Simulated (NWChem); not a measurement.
System: SnHOBr, singlet; SMILES [OH][Sn][Br]

```xyz
4

Sn     0.3072     0.9628     0.0000
Br    -0.2335    -1.5434     0.0000
O     -1.5760     1.5970     0.0000
H     -2.2390     0.8933     0.0000
```
Atoms are numbered in this order, from 1.

Level: PBE0/def2-SVP with def2 effective core potentials on Sn (NWChem), optimised geometry, unscaled harmonic frequencies. Low-valent species are run as closed-shell singlets; no triplet was tried in these runs. This build's default masses of Se (78.918 u) and Br (79.917 u) are each other's, which moves their modes by up to 0.6 %. def2 effective core potentials on Sn; no spin-orbit coupling.

Q: List the harmonic frequencies with IR intensities, and the thermochemistry.

A: 
```csv
frequency (cm⁻¹),IR intensity (km/mol)
133,9.9
237,38.0
456,136.3
618,108.5
731,66.7
3862,72.1
```

| Item | Result |
|---|---|
| zero-point energy | 8.6 kcal/mol |
| thermal correction to the enthalpy at 298.15 K (with zero-point energy) | 12.1 kcal/mol |
| heat capacity Cv | 12.8 cal/(mol K) |
| entropy at 298.15 K and 1 atm (symmetry number 1) | 75.5 cal/(mol K) |

Rigid rotor and harmonic oscillator.
